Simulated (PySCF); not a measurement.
**ZnO: script and output**

File input.py (PySCF 2.14):

```python
from pyscf import gto, scf, mp

mol = gto.M(
    atom='Zn 0 0 0; O 0 0 1.665',
    basis='x2c-svpall',
    charge=0,
    spin=0,
    symmetry=True,
    verbose=3,
)
mf = scf.UHF(mol)
mf = mf.sfx2c1e()
mf.kernel()
mp.MP2(mf, frozen=6).kernel()
mf.dip_moment()
print('orbital energies (hartree):', [e[max(0, n-3):n+3].round(4) for e, n in zip(mf.mo_energy, mol.nelec)])
```

```bash
$ python input.py
```

It prints:

```
converged SCF energy = -1868.63394870147  <S^2> = 3.0018654e-10  2S+1 = 1
E(UMP2) = -1869.23195035594  E_corr = -0.598001654471346
E(SCS-UMP2) = -1869.18241819247  E_corr = -0.548469490998294
Dipole moment(X, Y, Z, Debye): -0.00000,  0.00000, -6.64370
orbital energies (hartree): [array([-0.3948, -0.3948, -0.3587, -0.0222,  0.1897,  0.1897]), array([-0.3948, -0.3948, -0.3587, -0.0222,  0.1897,  0.1897])]
```

In short: E(SCF) = -1868.633949 Eh, E(MP2) − E(SCF) = -0.59800 Eh, μz(SCF) = -6.64 D.

Wall time 1.1 s on one thread of a shared host.

The bond length is a typed value, not an optimised one. No search for the lowest solution was made.
